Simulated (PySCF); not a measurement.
# Worked example: refractive index and permittivity of the vapour

Ta(NH)(NH2)3 (H7N4Ta), SMILES [NH]=[Ta]([NH2])([NH2])[NH2], multiplicity 1.

The structure is a stationary point at B3LYP-D3(BJ)/def2-SVP. The multiplicity is an assumed one; other spin states were not compared. The def2 effective core potentials stand for the cores of Ta; spin–orbit coupling is left out. Other conformers were not sampled.

PBE/def2-TZVP (PySCF) gives a mean static polarisability of 75.7 bohr³ and a dipole moment of 1.63 D. Take an ideal gas at 298.15 K and 0.01 bar, whether or not the substance is that volatile.

Question: Work out n − 1 in the optical limit and the static ε − 1.

Answer: 
Polarisability volume α' = 75.7 × 0.148185 = 11.22 Å³. Number density N = p/kT = 2.43e-7 Å⁻³.
Dilute limit of Lorentz–Lorenz: n − 1 = 2π N α' = 1.7e-5.
Orientation term of Debye: μ²/(3kT) = 8.098 Å³ × μ²(D²) = 21.52 Å³.
ε − 1 = 4π N (α' + μ²/3kT) = 1.0e-4. Orientation of the dipole supplies 66 % of the static response; it can't follow optical fields. Vibrational polarisation and dispersion are left out.
